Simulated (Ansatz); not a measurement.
Isolated molecules relaxed with PBE0-D4/def2-TZVP in Ansatz; ΔE leaves out vibrations. CCSD(T)/CBS is the MP2 limit (def2-TZVPP, def2-QZVPP) plus CCSD(T) − MP2 in def2-TZVPP, frozen cores. DFT in def2-TZVPP. For Ge outer-core shells are correlated without core-valence functions, which leaves a few kJ/mol of doubt a bond. Scalar relativity is left out up to krypton. One conformer a species, not always the lowest.

Reaction (ligand exchange at the Si–O bond): `[OH][GeH]([OH])[O][SiH3]` + `N=C1C[SiH2]1` → `[SiH3]/N=C1\C[SiH2]1` + `[OH][GeH]([OH])[OH]`

`[OH][GeH]([OH])[O][SiH3]`:

Z-matrix (Å, degrees):
```
Ge
O 1 1.763
O 1 1.764 2 105.6
O 1 1.760 2 108.2 3 118.3
H 1 1.524 2 114.0 3 -121.1
H 2 0.961 1 111.5 3 11.1
Si 3 1.641 1 134.5 2 127.2
H 4 0.961 1 112.3 2 -28.2
H 7 1.488 3 111.0 1 -60.2
H 7 1.484 3 107.4 1 -179.4
H 7 1.487 3 111.1 1 60.9
```

`N=C1C[SiH2]1`:

```xyz
9

N    -1.014    1.678    0.486
C    -0.434    0.631    0.106
C     0.645   -0.322    0.565
Si   -0.155   -0.736   -1.089
H    -0.643    1.989    1.391
H     0.411   -0.928    1.440
H     1.660    0.074    0.587
H     0.620   -0.506   -2.328
H    -1.090   -1.881   -1.157
```

`[SiH3]/N=C1\C[SiH2]1`:

Cartesian coordinates in Å:
```
Si 1.771 -1.381 0.245
N 0.123 -1.279 -0.348
C -0.546 -0.223 -0.278
C -0.395 1.198 0.217
Si -2.072 0.791 -0.537
H 2.265 -2.758 0.010
H 1.827 -1.084 1.703
H 2.651 -0.417 -0.473
H -0.298 1.321 1.296
H 0.307 1.823 -0.336
H -2.398 1.353 -1.867
H -3.235 0.658 0.369
```

`[OH][GeH]([OH])[OH]`:

Z-matrix (Å, degrees):
```
Ge
O 1 1.772
O 1 1.761 2 102.9
O 1 1.765 2 110.8 3 -118.2
H 1 1.526 2 114.0 3 122.3
H 2 0.960 1 113.5 3 162.6
H 3 0.961 1 110.8 2 -2.2
H 4 0.961 1 112.5 2 74.5
```

| level | ΔE (kcal/mol) |
| --- | --- |
| r2SCAN-D4 | 14.9 |
| ωB97X-V | 16.0 |
| r2SCAN | 15.0 |
| PBE0 | 14.6 |

Q: What does CCSD(T)/CBS give? (Best estimate.)

A: The calculation gave: +16.0 kcal/mol. The listed levels differ from it by -1.1, 0.0, -1.0, -1.4 kcal/mol.

Largest T1 diagnostic among the species: 0.014.

From PBE to PBE0 (25 % exact exchange), in def2-TZVPP and without D4, ΔE moves by +1.3 kcal/mol. In def2-TZVPP, CCSD(T) changes the Hartree–Fock value by −3.1 kcal/mol (the triples alone add −0.7 kcal/mol) and MP2 by −3.9 kcal/mol.
